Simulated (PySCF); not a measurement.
C7H5F3.
Bonds: C1–C2 (double), C2–C3, C3–C4 (double), C4–C5, C5–C6, C6–F7, C6–F8, C6–F9, C5–C10 (double), C2–C10. Hydrogens: H11, H12 on C1; H13 on C3; H14 on C4; H15 on C10.

The geometry is computed with GFN2-xTB (gas phase).

**Question.** Give the optimised bond lengths and angles.

**Answer.** 
```csv
bond,length (bohr),order
C1=C2,2.524,double
C2–C3,2.763,single
C3=C4,2.538,double
C4–C5,2.758,single
C5–C6,2.811,single
"C6–F7, C6–F8, C6–F9",2.543,single
C5=C10,2.546,double
C2–C10,2.762,single
C1–H11,2.036,single
C1–H12,2.036,single
C3–H13,2.027,single
C4–H14,2.029,single
C10–H15,2.027,single
```

Bonds in one row agree within 0.02 bohr and their mean is given. Orders are formal, as drawn. A selection of angles:
```csv
angle,degrees
C1–C2–C3,127.3
C1–C2–C10,126.7
C3–C2–C10,106.0
C2–C3–C4,108.5
C3–C4–C5,108.3
C4–C5–C6,123.0
C4–C5–C10,109.7
C6–C5–C10,127.2
C5–C6–F7,112.4
C5–C6–F9,112.8
F7–C6–F8,105.8
C2–C10–C5,107.4
```

Dihedral angles: C1–C2–C3–C4 180° (antiperiplanar); C2–C3–C4–C5 0° (synperiplanar); C3–C4–C5–C6 180° (antiperiplanar); C4–C5–C6–F7 60° (synclinal); C4–C5–C10–C2 0° (synperiplanar); C1–C2–C10–C5 180° (antiperiplanar).

The 5-membered ring C2–C3–C4–C5–C10 has internal angles of 106.0° to 109.7° (sum 540°, against 540° for a flat polygon); it is planar, 0.00 Å rms from its mean plane, widest ring torsion 0°. Of the pairs four or more bonds apart, F9···H15 is among the closest relative to their van der Waals radii: 2.69 Å, 101 % of the sum of Bondi's values. The 7 C–C bonds span 1.335 Å (C1=C2, drawn double) to 1.488 Å (C5–C6, drawn single), a spread of 0.153 Å.

Point group: Cs (every atom within 0.08 Å of its image). GFN2-xTB frequencies: not computed here.
